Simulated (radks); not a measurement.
Spherical quantum dot in the effective-mass picture: electrons in a hard-walled sphere of radius 4.78, with a point charge +1 (a donor) at the centre, all in effective atomic units (hartree* = m*/eps^2 hartree, bohr* = eps/m* bohr), one dielectric constant everywhere. Calculated with a radial shooting solver with Libxc functionals: non-relativistic Kohn-Sham, r2SCAN, spin-polarised, spherical densities, generalised Kohn-Sham scheme. Levels are named by radial order and angular momentum (1s, 1p, 1d, 2s, ...), and open shells are averaged over m.

N = 6, configuration 1s2 1p(up 3, down 1). This is the lowest configuration that the search found. Occupied and some empty levels:

level    occupation  eigenvalue (hartree*)  <r> (bohr*)
1s up             1                 1.3651        2.305
1s down           1                 1.3943        2.142
1p up             3                 1.6085        3.001
1p down           1                 1.6751        2.973
2s up             0                 1.8581        2.174
1d up             0                 1.8762        3.216
2s down           0                 1.8872        2.281
1d down           0                 1.9590        3.209
1f up             0                 2.2129        3.360
1f down           0                 2.3116        3.360

Energy (hartree*): total 3.93092, kinetic 2.3697, external -2.7356, Hartree 5.8555, exchange-correlation -1.5586.
